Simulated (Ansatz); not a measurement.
Stepwise reaction of `C[N](C)[Sn][N](C)C` with hydrogen fluoride, as a gas-phase model of exchange steps in deposition or etching. ΔE in kJ/mol.

Gas-phase electronic energies from Ansatz, PBE0-D4/def2-TZVP geometries. CBS: MP2 limit from def2 TZ/QZ plus the TZ coupled-cluster correction, frozen cores. This one scheme is used for every species. Functionals use def2-TZVPP. B3LYP here is the variant with VWN-RPA as its local correlation; programs differ in this. Elements past krypton have def2 core potentials. For Sn outer-core shells are correlated without core-valence functions, which leaves a few kJ/mol of doubt a bond. Each species was taken in one conformer, which may not be the lowest.

```
step                                               reaction  PBE-D4  B3LYP-D4  ωB97M-V  CCSD(T)/CBS
   1  `C[N](C)[Sn][N](C)C` + H–F → `C[N](C)[Sn][F]` + `CNC`   -91.1     -95.5    -97.9        -84.1
   2          `C[N](C)[Sn][F]` + H–F → `[F][Sn][F]` + `CNC`   -53.8     -58.0    -63.2        -48.1
```

Q: By hand: ΔE of the 2 steps together at CCSD(T)/CBS.

A: (-84.1) + (-48.1) = -132.2 kJ/mol, or -66.1 kJ/mol a step.

In ΔE each step is higher than the one before. All are downhill at CCSD(T)/CBS. PBE-D4 differs from CCSD(T)/CBS by -7.0 to -5.7 kJ/mol a step. Isolated molecules leave out the surface, adducts and barriers. Largest T1 diagnostic: 0.017.
